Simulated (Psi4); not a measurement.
Psi4 input (wB97X-D/6-31G*):

```
memory 1500 MB

molecule {
1 2
Si   -0.00000000   -0.00000000   -1.07550800
C     0.00000000    0.00000000    0.61639300
C     0.00000000    0.00000000    1.89312700
symmetry c1
no_reorient
no_com
}

set {
  basis 6-31G*
  reference uks
  scf_type pk
  dft_radial_points 99
  dft_spherical_points 590
  e_convergence 1e-8
  d_convergence 1e-7
  maxiter 150
}

e = energy('wb97x-d')
print_out(f'\nFINAL {e:.10f} DIPOLE {variable("CURRENT DIPOLE")[0]:.6f} {variable("CURRENT DIPOLE")[1]:.6f} {variable("CURRENT DIPOLE")[2]:.6f}\n')
```

Output:

```
   => Loading Basis Set <=

    Name: 6-31G*
    Role: ORBITAL
    Keyword: BASIS
    atoms 1   entry SI         line   268 file 6-31gs.gbs
    atoms 2-3 entry C          line   111 file 6-31gs.gbs

   => WB97X-D: Empirical Dispersion <=

    Chai and Head-Gordon Dispersion Correction
    Chai, J.-D.; Head-Gordon, M. (2010), J. Chem. Phys., 132: 6615-6620

        s6 =       1.000000

         ---------------------------------------------------------
                                   SCF
               by Justin Turney, Rob Parrish, Andy Simmonett
                          and Daniel G. A. Smith
                              UKS Reference
         ---------------------------------------------------------

  ==> Geometry <==

    Molecular point group: c1
    Full point group: C_inf_v

    Geometry (in Angstrom), charge = 1, multiplicity = 2:

       Center              X                  Y                   Z               Mass
    ------------   -----------------  -----------------  -----------------  -----------------
         SI           0.000000000000     0.000000000000    -1.075508000000    27.976926534650
         C            0.000000000000     0.000000000000     0.616393000000    12.000000000000
         C            0.000000000000     0.000000000000     1.893127000000    12.000000000000

  Running in c1 symmetry.

  Rotational constants: A = ************  B =      0.21091  C =      0.21091 [cm^-1]
  Rotational constants: A = ************  B =   6322.94080  C =   6322.94080 [MHz]
  Nuclear repulsion =   56.167437597697358

  Charge       = 1
  Multiplicity = 2
  Electrons    = 25
  Nalpha       = 13
  Nbeta        = 12

  ==> Algorithm <==

  SCF Algorithm Type is PK.
  DIIS enabled.
  MOM disabled.
  Fractional occupation disabled.
  Guess Type is SAD.
  Energy threshold   = 1.00e-08
  Density threshold  = 1.00e-07
  Integral threshold = 1.00e-12

  ==> Primary Basis <==

  Basis Set: 6-31G*
    Blend: 6-31G*
    Number of shells: 20
    Number of basis functions: 49
    Number of Cartesian functions: 49
    Spherical Harmonics?: false
    Max angular momentum: 2

  ==> DFT Potential <==

   => LibXC <=

    Version 7.1.2
    S. Lehtola, C. Steigemann, M. J. T. Oliveira, and M. A. L. Marques,  SoftwareX 7, 1–5 (2018) (10.1016/j.softx.2017.11.002)

   => Composite Functional: WB97X-D <=

    wB97X-D Hyb-GGA Exchange-Correlation Functional

    J.-D. Chai and M. Head-Gordon,  Phys. Chem. Chem. Phys. 10, 6615–6620 (2008) (10.1039/B810189B)

    Deriv               =              1
    GGA                 =           TRUE
    Meta                =          FALSE

    Exchange Hybrid     =           TRUE
    MP2 Hybrid          =          FALSE

   => Exchange-Correlation Functionals <=

    1.0000   wB97X-D range-separated functional

   => Exact (HF) Exchange <=

    0.7780            HF,LR [omega = 0.2000]
    0.2220               HF

   => LibXC Density Thresholds  <==

    XC_HYB_GGA_XC_WB97X_D:  1.00E-14

   => Molecular Quadrature <=

    Radial Scheme          =       TREUTLER
    Pruning Scheme         =           NONE
    Nuclear Scheme         =       TREUTLER

    Blocking Scheme        =         OCTREE
    BS radius alpha        =              1
    Pruning alpha          =              1
    Radial Points          =             99
    Spherical Points       =            590
    Total Points           =         166432
    Total Blocks           =           1307
    Max Points             =            256
    Max Functions          =             48
    Weights Tolerance      =       1.00E-15

  ==> Integral Setup <==

  Using in-core PK algorithm.
   Calculation information:
      Number of atoms:                   3
      Number of AO shells:              20
      Number of primitives:             57
      Number of atomic orbitals:        49
      Number of basis functions:        49

      Integral cutoff                 1.00e-12
      Number of threads:                 1

  Performing in-core PK
  Using 2252775 doubles for integral storage.
  We computed 21281 shell quartets total.
  Whereas there are 22155 unique shell quartets.

  Computing range-separated integrals for PK
  We computed 21281 wK shell quartets total.
  Whereas there are 22155 wK unique shell quartets.

  ==> DiskJK: Disk-Based J/K Matrices <==

    J tasked:                  Yes
    K tasked:                  Yes
    wK tasked:                 Yes
    Omega:               2.000E-01
    Schwarz Cutoff:          1E-12


  Cached 100.0% of DFT collocation blocks in 0.207 [GiB].

  Minimum eigenvalue in the overlap matrix is 2.9590977700E-03.
  Reciprocal condition number of the overlap matrix is 5.0558539508E-04.
    Using symmetric orthogonalization.

  ==> Pre-Iterations <==

  SCF Guess: Superposition of Atomic Densities via on-the-fly atomic UHF (no occupation information).

   -------------------------
    Irrep   Nso     Nmo
   -------------------------
     A         49      49
   -------------------------
    Total      49      49
   -------------------------

  ==> Iterations <==

                        Total Energy        Delta E     RMS |[F,P]|

   @UKS iter SAD:  -364.50861598047555   -3.64509e+02   0.00000e+00
   @UKS iter   1:  -364.87851614484822   -3.69900e-01   9.46969e-03 DIIS/ADIIS
   @UKS iter   2:  -364.00424871294149    8.74267e-01   2.45331e-02 DIIS/ADIIS
   @UKS iter   3:  -365.06058072300397   -1.05633e+00   2.50339e-03 DIIS/ADIIS
   @UKS iter   4:  -365.06555161601676   -4.97089e-03   2.76908e-03 DIIS/ADIIS
   @UKS iter   5:  -365.07787810293883   -1.23265e-02   1.08814e-03 DIIS/ADIIS
   @UKS iter   6:  -365.08529532865572   -7.41723e-03   8.45847e-04 DIIS/ADIIS
   @UKS iter   7:  -365.09369453899245   -8.39921e-03   6.14666e-04 DIIS/ADIIS
   @UKS iter   8:  -365.10008392110018   -6.38938e-03   5.21542e-04 DIIS/ADIIS
   @UKS iter   9:  -365.09805964752485    2.02427e-03   6.99170e-04 DIIS/ADIIS
   @UKS iter  10:  -365.10077362276837   -2.71398e-03   1.67994e-04 DIIS/ADIIS
   @UKS iter  11:  -365.10114004740160   -3.66425e-04   8.64286e-05 DIIS
   @UKS iter  12:  -365.10120357419777   -6.35268e-05   1.08448e-04 DIIS/ADIIS
   @UKS iter  13:  -365.10125014825326   -4.65741e-05   7.39535e-06 DIIS
   @UKS iter  14:  -365.10124964682933    5.01424e-07   1.66916e-05 DIIS
   @UKS iter  15:  -365.10125043284717   -7.86018e-07   2.07733e-06 DIIS
   @UKS iter  16:  -365.10125046125319   -2.84060e-08   9.83092e-07 DIIS
   @UKS iter  17:  -365.10125046424554   -2.99235e-09   5.70653e-08 DIIS
  Energy and wave function converged.

  ==> Post-Iterations <==

   Electrons on quadrature grid:
      Nalpha   =   13.0000000044 ; deviation = 4.449e-09
      Nbeta    =   12.0000000054 ; deviation = 5.432e-09
      Ntotal   =   25.0000000099 ; deviation = 9.880e-09

   @Spin Contamination Metric:   1.101400381E-01
   @S^2 Expected:                7.500000000E-01
   @S^2 Observed:                8.601400381E-01
   @S   Expected:                5.000000000E-01
   @S   Observed:                5.000000000E-01

    Orbital Energies [Eh]
    ---------------------

    Alpha Occupied:

       1A    -66.617354     2A    -10.680313     3A    -10.563929
       4A     -5.723780     5A     -4.069614     6A     -4.069614
       7A     -4.062341     8A     -1.127836     9A     -0.920810
      10A     -0.749185    11A     -0.651936    12A     -0.651936
      13A     -0.631352

    Alpha Virtual:

      14A     -0.299336    15A     -0.299336    16A     -0.128024
      17A     -0.128024    18A     -0.068518    19A      0.029252
      20A      0.114963    21A      0.114963    22A      0.142208
      23A      0.262840    24A      0.389827    25A      0.389827
      26A      0.400320    27A      0.400321    28A      0.434771
      29A      0.434771    30A      0.436023    31A      0.535831
      32A      0.606094    33A      0.606094    34A      0.803555
      35A      0.948957    36A      1.053008    37A      1.350697
      38A      1.350697    39A      1.355112    40A      1.355112
      41A      1.697509    42A      1.697509    43A      2.054634
      44A      2.267471    45A      2.267471    46A      2.723628
      47A      2.812712    48A      3.792605    49A      4.132324

    Beta Occupied:

       1A    -66.617583     2A    -10.660260     3A    -10.564730
       4A     -5.723963     5A     -4.070412     6A     -4.070412
       7A     -4.061575     8A     -1.099327     9A     -0.911047
      10A     -0.638012    11A     -0.634257    12A     -0.634257

    Beta Virtual:

      13A     -0.355141    14A     -0.284259    15A     -0.284259
      16A     -0.107247    17A     -0.107247    18A     -0.067410
      19A      0.029828    20A      0.114707    21A      0.114707
      22A      0.144815    23A      0.280796    24A      0.389770
      25A      0.389770    26A      0.390875    27A      0.390875
      28A      0.457810    29A      0.457810    30A      0.509528
      31A      0.555199    32A      0.604139    33A      0.604139
      34A      0.800312    35A      0.970313    36A      1.065104
      37A      1.381843    38A      1.381844    39A      1.409120
      40A      1.409120    41A      1.724280    42A      1.724280
      43A      2.111250    44A      2.310065    45A      2.310065
      46A      2.731445    47A      2.830801    48A      3.875587
      49A      4.133845

    Final Occupation by Irrep:
              A
    DOCC [    12 ]
    SOCC [     1 ]
    NA   [    13 ]
    NB   [    12 ]

  @UKS Final Energy:  -365.10125046424554

   => Energetics <=

    Nuclear Repulsion Energy =             56.1674375976973579
    One-Electron Energy =                -606.9414325140771780
    Two-Electron Energy =                 208.0686404213539049
    DFT Exchange-Correlation Energy =     -22.3957300312873642
    Empirical Dispersion Energy =          -0.0001659379322356
    VV10 Nonlocal Energy =                  0.0000000000000000
    Total Energy =                       -365.1012504642455383

  UHF NO Occupations:
  HONO-2 :   11  A 1.9725323
  HONO-1 :   12  A 1.9725323
  HONO-0 :   13  A 1.0000000
  LUNO+0 :   14  A 0.0274677
  LUNO+1 :   15  A 0.0274677
  LUNO+2 :   16  A 0.0006081
  LUNO+3 :   17  A 0.0002193

Computation Completed

Properties will be evaluated at   0.000000,   0.000000,   0.000000 [a0]

Properties computed using the SCF density matrix

 Multipole Moments:

 ------------------------------------------------------------------------------------
     Multipole            Electronic (a.u.)      Nuclear  (a.u.)        Total (a.u.)
 ------------------------------------------------------------------------------------

 L = 1.  Multiply by 2.5417464519 to convert [e a0] to [Debye]
 Dipole X            :          0.0000000            0.0000000            0.0000000
 Dipole Y            :          0.0000000            0.0000000            0.0000000
 Dipole Z            :         -0.2012630            0.0000151           -0.2012478
 Magnitude           :                                                    0.2012478

 ------------------------------------------------------------------------------------

FINAL -365.1012504642 DIPOLE 0.000000 0.000000 -0.201248

*** Psi4 exiting successfully. Buy a developer a beer!
```

The dipole moment of an ion depends on the origin.

The geometry given is a B3LYP-D3(BJ)/def2-TZVP minimum of the species of charge 0 and multiplicity 1, not of this state.

The determinant is spin-contaminated: <S^2> is 0.86 against 0.75 for a pure state.
